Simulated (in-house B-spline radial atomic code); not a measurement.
Configurations of Ag5+, with energies counted from [Kr] 4d6. Method: Dirac-Hartree-Fock, average of configuration, Fermi nucleus of rms radius 4.5454 fm. Calculated with an all-electron radial atomic-structure program (B-spline basis). Energies include first-order Breit, QED and recoil terms.

Occupations are held fixed; configurations that lie above the ionisation limit could autoionise.

```json
{"configuration": "[Kr] 4d5 5p1", "E - E(ref) (eV)": "33.513", "highest orbital": "5p3/2", "its <r> (bohr)": "2.341"}
{"configuration": "[Kr] 4d5 6s1", "E - E(ref) (eV)": "52.063", "highest orbital": "6s1/2", "its <r> (bohr)": "3.802"}
{"configuration": "[Kr] 4d5 7p1", "E - E(ref) (eV)": "66.34", "highest orbital": "7p3/2", "its <r> (bohr)": "6.559"}
{"configuration": "[Kr] 4d5 7f1", "E - E(ref) (eV)": "73.583", "highest orbital": "7f7/2", "its <r> (bohr)": "9.847"}
{"configuration": "[Kr] 4d5 8g1", "E - E(ref) (eV)": "77.1", "highest orbital": "8g7/2", "its <r> (bohr)": "14.23"}
{"configuration": "[Ar] 3d10 4s2 4p5 4d6 5f1", "E - E(ref) (eV)": "122.93", "highest orbital": "5f7/2", "its <r> (bohr)": "4.194"}
{"configuration": "[Ar] 3d10 4s2 4p5 4d6 8s1", "E - E(ref) (eV)": "131.7", "highest orbital": "8s1/2", "its <r> (bohr)": "8.701"}
```

Order these further configurations by energy, lowest first.
A. [Ar] 3d10 4s2 4p5 4d6 6f1
B. [Kr] 4d5 8p1
C. [Ar] 3d10 4s2 4p5 4d6 4f1
D. [Ar] 3d10 4s2 4p5 4d6 7g1
E. [Ar] 3d10 4s2 4p5 4d6 5s1

B (71.887 eV), E (84.256 eV), C (109.8 eV), A (130.24 eV), D (135.79 eV).

How far above the reference does [Ar] 3d10 4s2 4p5 4d6 7s1 lie?

125.27 eV; its least bound orbital is 7s1/2 with <r> = 5.999 bohr.

How far above the reference does [Kr] 4d5 8f1 lie?

76.321 eV; its least bound orbital is 8f7/2 with <r> = 13.4 bohr.
